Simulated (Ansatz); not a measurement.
Isolated molecules relaxed with PBE0-D4/def2-TZVP in Ansatz; ΔE leaves out vibrations. CCSD(T)/CBS is the MP2 limit (def2-TZVPP, def2-QZVPP) plus CCSD(T) − MP2 in def2-TZVPP, frozen cores. This one scheme is used for every species, atoms too. Functionals use def2-TZVPP. No spin–orbit coupling; open shells (•) take unrestricted orbitals. Spin–orbit coupling would lower the free atoms: a little for Cl.

Consider the hydrogen abstraction from the Si–H bond: `N#C[SiH](F)F` + Cl• → `N#C[Si](F)F`• + HCl.

(1) Is it downhill or uphill in electronic energy at CCSD(T)/CBS, and by how much? (Best estimate.)

(2) What do these levels give: BLYP-D4, r2SCAN-D4, r2SCANh-D4, r2SCAN0-D4, PBE-QIDH, CCSD/CBS(def2)? (An estimate is asked.)

Largest T1 diagnostic among the species: 0.016.

## Answers

(1) Ansatz gave: Downhill: ΔE = -13.7 kJ/mol.

(2) Computed: BLYP-D4 -27.5, r2SCAN-D4 -35.8, r2SCANh-D4 -31.1, r2SCAN0-D4 -24.3, PBE-QIDH -19.7, CCSD/CBS(def2) -7.4 kJ/mol.

In def2-TZVPP, CCSD(T) changes the Hartree–Fock value by −35.4 kJ/mol (the triples alone add −6.2 kJ/mol) and MP2 by −47.9 kJ/mol. At CCSD(T), def2-SVP lies +21.1 kJ/mol from the extrapolated value and def2-TZVPP +5.7 kJ/mol.
